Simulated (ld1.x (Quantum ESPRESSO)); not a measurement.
## Ag: one change to a PAW potential, before and after

```json
{
 "Element": "silver",
 "Generator": "ld1.x (Quantum ESPRESSO) 7.5",
 "Type": "PAW",
 "Functional": "PBEsol",
 "Relativity": "non-relativistic",
 "Frozen core": "[Ar] 3d10 4s2",
 "Valence charge": "17",
 "Reference configuration": "4p6 4d10 5s1 5p0",
 "Partial waves": "5s (bound): rcut 2.25, rcutus 2.40 bohr; 5s channel at 0.35 Ry: rcut 2.25, rcutus 2.40 bohr; 4p (bound): rcut 1.45, rcutus 1.80 bohr; 5p (bound, empty): rcut 1.45, rcutus 1.80 bohr; 4d (bound): rcut 0.90, rcutus 1.10 bohr; 4d channel at 2 Ry: rcut 0.90, rcutus 1.10 bohr; 4f channel at 0.25 Ry: rcut 2.20, rcutus 2.45 bohr; 4f channel at 2.55 Ry: rcut 2.20, rcutus 2.45 bohr",
 "Local potential": "all-electron potential smoothed inside 1.90 bohr (lloc = -1)",
 "Core correction": "a·sin(br)/r model core inside 0.65 bohr",
 "Augmentation charge": "PSQ, inside the norm-conserving radii"
}
```

All-electron outer shells of the reference configuration (PBEsol, non-relativistic, ld1.x):

| shell | level (eV) | outermost node (bohr) | outermost maximum (bohr) |
| --- | --- | --- | --- |
| 4s | -87.64 | 0.45 | 0.85 |
| 4p | -56.63 | 0.45 | 0.88 |
| 4d | -7.92 | 0.43 | 1.03 |
| 5s | -4.00 | 1.15 | 2.62 |
| 5p | -0.70 | 1.27 | 3.86 |

Change: local potential all-electron potential smoothed inside 2.32 bohr (lloc = -1).

Cutoffs: the cutoffs (Ry, on a coarse ladder) from which the occupation-weighted sum of valence levels, in a spherical-Bessel basis at the reference potential, stays within 10 and 1 mRy of its value at 400 Ry; they do not see the model core or the augmentation charge, which bear on the density cutoff. Errors are all-electron minus pseudo energies relative to the spin-unpolarised reference configuration.

How do hardness, ghosts and transferability respond?

The potential gets neither clearly harder nor softer (90 Ry and 160 Ry → 90 Ry and 160 Ry); the number of tests that count goes from 6 to 5; of the 4 tests that both files solve, the error grows in 0 and shrinks in 1 by more than 15 % and 0.3 meV (median size 3.4 → 3.4 meV); the range in which the s phases agree narrows (upper end at the end of the scan → 2.9); neither file shows a bound ghost at the reference potential, the only one tested.

| quantity | base | changed |
| --- | --- | --- |
| cutoff, loose | 90 Ry | 90 Ry |
| cutoff, tight | 160 Ry | 160 Ry |
| bound ghosts | none | none |
| tests counted (converged, no solver errors) | 6 of 7 | 5 of 7 |
| error for 4p6 4d10 5s0 5p0, meV [ΔE 7.15 eV] | -0.5 | -0.5 |
| error for 4p6 4d9 5s0 5p0, meV [ΔE 29.57 eV] | -6.2 | -6.3 |
| error for 4p6 4d10 5s0 5p1, meV [ΔE 3.44 eV] | -0.1 | -0.2 |
| error for 4p5 4d10 5s1 5p0, meV [ΔE 63.36 eV] | +1174 | -18 |
| s: phases at 2.63 bohr within 0.05 rad from the reference energy up to (Ry; the scan ends near 5) | to the end of the scan | 2.9 |
| p: phases at 2.63 bohr within 0.05 rad from the reference energy up to (Ry; the scan ends near 5) | 4.5 | to the end of the scan |
| d: phases at 2.63 bohr within 0.05 rad from the reference energy up to (Ry; the scan ends near 5) | to the end of the scan | to the end of the scan |
| f: phases at 2.63 bohr within 0.05 rad from the reference energy up to (Ry; the scan ends near 5) | 4.4 | 4.5 |
| lowest overlap eigenvalue by channel | s 0.40, p 0.09, d 0.95, f 0.97 | s 0.42, p 0.08, d 0.95, f 0.97 |

Base: Tests not counted: 4p6 4d9 5s2 5p0 (pseudo-atom not self-consistent, printed error +800 meV). These tests converged, but a pseudo level misses the all-electron one widely, so the file describes the atom poorly there or has found another state: 4p5 4d10 5s1 5p0: 4d by 2.2 eV (a node warning on the way). Changed file: Tests not counted: 4p6 4d8 5s0 5p0 (solver errors, printed error -2115 eV); 4p6 4d7 5s0 5p0 (solver errors, printed error -1656 eV).
